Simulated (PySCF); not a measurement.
# CuBr⁻: one state, many levels of theory

State: ²Σ⁺ (doublet), unpaired electrons σ ↑. Set-up: Cu def2-TZVPPD, Br def2-TZVPPD; no relativity (PySCF 2.14). De refers to Cu (3d10 4s1) + Br⁻ in their ground configurations, without counterpoise correction. The functionals are run spin-unrestricted. A positive dipole points towards Br; it is taken about the centre of mass and depends on that origin.

```csv
Level,Re (Å),ωe (cm⁻¹),De (eV),μ (D),"CPU s a point (SCF and correlation, without the integrals)"
UHF,2.510,164,n/a,1.78,4.8
UHF-MP2,2.301,224,n/a,n/a,11
UHF-SCS-MP2,2.342,210,n/a,n/a,n/a
LDA,2.265,242,1.79,1.84,2.4
PBE,2.347,209,1.38,1.71,3.3
revPBE,2.376,197,1.20,1.67,2.1
BLYP,2.400,191,1.17,1.37,2.1
r²SCAN,2.323,220,1.50,1.89,4.7
M06-L,2.360,207,1.39,2.16,15
PBE0,2.355,206,1.25,1.76,8
BHandHLYP,2.413,187,1.03,1.39,5.7
ωB97X-V,2.356,210,1.27,1.86,18
```

Question: What does a quarter of exact exchange do here, going from PBE to PBE0?

Answer: PBE0 less PBE: +0.8 pm in Re, -1.4 % in ωe, -0.13 eV in De. Exact exchange removes part of the self-interaction that spreads semilocal densities, and in most molecules shortens and stiffens the bond and lowers De; here Re and ωe go the other way.

Question: What does the step from GGA to meta-GGA do here, going from PBE to r²SCAN?

Answer: r²SCAN less PBE: -2.4 pm in Re, +5.3 % in ωe, +0.12 eV in De. 

Correlated steps freeze 14 core orbitals. Spin–orbit coupling is left out. For an ion De counts to the pair picked by the measured ionisation energies or electron affinities, which need not be the lowest pair at this level. Counting both spins, an empty level lies below a filled one in some of these solutions, because spin and occupation are held. The highest Kohn–Sham level is positive in this anion. Much of that is self-interaction error, but it also means that the finite basis helps to hold the extra electron. The state is the lowest single determinant that the PBE0 search found; with open d or f shells the true ground state can be another one.

The whole job (state search and all levels along the bond) took about 8.4 min on 2 threads of Arm Neoverse V1 (shared host), peak memory 7.4 GiB.
